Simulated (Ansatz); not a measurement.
Reaction (formal exchange of groups at the In–C bond): `[CH3][In]([NH2])[CH2]F` + `C#CCOC` → `[CH3][In]([CH3])[NH2]` + `C#CCOCF`

Gas-phase electronic energies from Ansatz, PBE0-D4/def2-TZVP geometries. CCSD(T)/CBS adds triple-zeta CCSD(T) − MP2 to the extrapolated MP2 energy (def2 sets, frozen cores). DFT in def2-TZVPP. B3LYP here is the variant with VWN-RPA as its local correlation; programs differ in this. Elements past krypton have def2 core potentials. For In outer-core shells are correlated without core-valence functions, which leaves a few kJ/mol of doubt a bond. One conformer a species, not always the lowest.

`[CH3][In]([NH2])[CH2]F`:

Z-matrix (Å, degrees):
```
C
In 1 2.142
H 1 1.090 2 110.3
H 1 1.091 2 110.3 3 120.7
H 1 1.091 2 109.9 3 -120.2
N 2 2.018 1 116.7 3 6.1
C 2 2.178 1 130.3 3 -173.6
H 6 1.006 2 125.2 1 178.9
H 6 1.007 2 124.0 1 1.1
F 7 1.394 2 111.3 1 0.6
H 7 1.094 2 110.9 1 120.7
H 7 1.094 2 111.0 1 -119.6
```

`C#CCOC`:

```xyz
11

C     2.285   -0.337    1.738
C     1.445   -0.293    0.884
C     0.447   -0.256   -0.170
O    -0.708    0.406    0.273
C    -1.689    0.457   -0.728
H     3.027   -0.373    2.501
H     0.869    0.252   -1.052
H     0.207   -1.286   -0.479
H    -1.333    1.000   -1.615
H    -2.549    0.981   -0.313
H    -2.001   -0.550   -1.039
```

`[CH3][In]([CH3])[NH2]`:

Cartesian coordinates in Å:
```
C 0.586 2.034 0.122
In 0.045 -0.039 -0.040
C -1.549 -1.160 0.865
N 1.245 -1.123 -1.252
H 0.786 2.296 1.162
H -0.229 2.668 -0.233
H 1.476 2.242 -0.471
H -2.505 -0.875 0.422
H -1.398 -2.229 0.708
H -1.602 -0.963 1.937
H 2.022 -0.748 -1.771
H 1.123 -2.103 -1.449
```

`C#CCOCF`:

```xyz
11

C     0.767   -0.273   -2.224
C     0.856   -0.260   -1.028
C     0.958   -0.236    0.426
O    -0.243   -0.622    1.078
C    -1.299    0.226    0.874
F    -1.093    1.431    1.519
H     0.694   -0.289   -3.286
H     1.714   -0.950    0.757
H     1.268    0.760    0.759
H    -2.177   -0.246    1.315
H    -1.445    0.458   -0.188
```

```
             level  ΔE (kJ/mol)  difference from CCSD(T)/CBS
            PBE-D4        -69.8                          5.1
         r2SCAN-D4        -75.5                         -0.6
           PBE0-D4        -73.0                          1.9
          B3LYP-D4        -68.5                          6.4
           ωB97X-V        -72.7                          2.2
           ωB97M-V        -73.9                          1.0
            B2PLYP        -72.0                          2.9
               PBE        -68.4                          6.5
            r2SCAN        -75.2                         -0.3
              PBE0        -71.8                          3.1
             B3LYP        -66.3                          8.6
     HF/def2-TZVPP        -71.1                          3.8
    MP2/def2-TZVPP        -81.1                         -6.2
SCS-MP2/def2-TZVPP        -76.0                         -1.1
   CCSD/def2-TZVPP        -75.0                         -0.1
CCSD(T)/def2-TZVPP        -76.5                         -1.6
     HF/def2-QZVPP        -70.6                          4.3
    MP2/def2-QZVPP        -80.0                         -5.1
SCS-MP2/def2-QZVPP        -75.0                         -0.1
      HF/CBS(def2)        -70.5                          4.4
     MP2/CBS(def2)        -79.6                         -4.7
    CCSD/CBS(def2)        -73.4                          1.5
       CCSD(T)/CBS        -74.9                            0
```

Largest T1 diagnostic among the species: 0.013.

In def2-TZVPP, CCSD(T) changes the Hartree–Fock value by −5.3 kJ/mol (the triples alone add −1.5 kJ/mol) and MP2 by −10.0 kJ/mol. From PBE to PBE0 (25 % exact exchange), in def2-TZVPP and without D4, ΔE moves by −3.4 kJ/mol.
